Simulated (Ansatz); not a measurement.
`[SnH4]` + `[OH]`• → `[SnH3]`• + H₂O at 600 K and 1 bar (hydrogen abstraction from the Sn–H bond).

Calculated with Ansatz (gas phase, PBE0-D4/def2-TZVP geometries, no zero-point term in ΔE). CCSD(T)/CBS adds triple-zeta CCSD(T) − MP2 to the extrapolated MP2 energy (def2 sets, frozen cores). This one scheme is used for every species. No spin–orbit coupling; open shells (•) take unrestricted orbitals. def2 core potentials past Kr. For Sn outer-core shells are correlated without core-valence functions, which leaves a few kJ/mol of doubt a bond.

| species | CCSD(T)/CBS energy (Eh) | H − E (kJ/mol) | S (J/(mol·K)) |
| --- | --- | --- | --- |
| `[SnH4]` | -216.39156 | 98.5 | 271.3 |
| `[OH]`• | -75.67771 | 39.9 | 204.4 |
| `[SnH3]`• | -215.76138 | 72.9 | 275.8 |
| H₂O | -76.37941 | 76.8 | 212.8 |

H − E and S are ideal-gas, rigid-rotor, harmonic terms from PBE0-D4/def2-TZVP, with the whole ground term of open shells counted as degenerate. 1 Eh = 2625.50 kJ/mol, R = 8.31446 J/(mol·K).

**Question.** By hand: ΔE, ΔH, ΔS and ΔG.

**Answer.** ΔE = (-215.76138) + (-76.37941) − (-216.39156) − (-75.67771) = -0.07152 Eh = -187.8 kJ/mol. Δ(H − E) = 72.9 + 76.8 − 98.5 − 39.9 = 11.3, so ΔH = -176.5 kJ/mol. ΔS = 275.8 + 212.8 − 271.3 − 204.4 = 12.9 J/(mol·K). ΔG = -176.5 − 600 × (12.9)/1000 = -184.2 kJ/mol.

**Question.** By hand: the equilibrium constant, and the temperature at which ΔG would vanish if ΔH and ΔS stayed fixed.

**Answer.** log₁₀ K = −ΔG/(RT ln 10) = 16.0. ΔH and −TΔS have one sign here, so there is no such temperature.

The number of gas molecules stays the same, so ΔS is small and ΔH decides. A doubt of 5 kJ/mol in ΔE shifts log₁₀ K by 0.4 here. These are equilibria of isolated gas molecules and say nothing of rates. Largest T1 diagnostic: 0.015 (customary marks: 0.02 for closed shells, 0.045 for open ones).
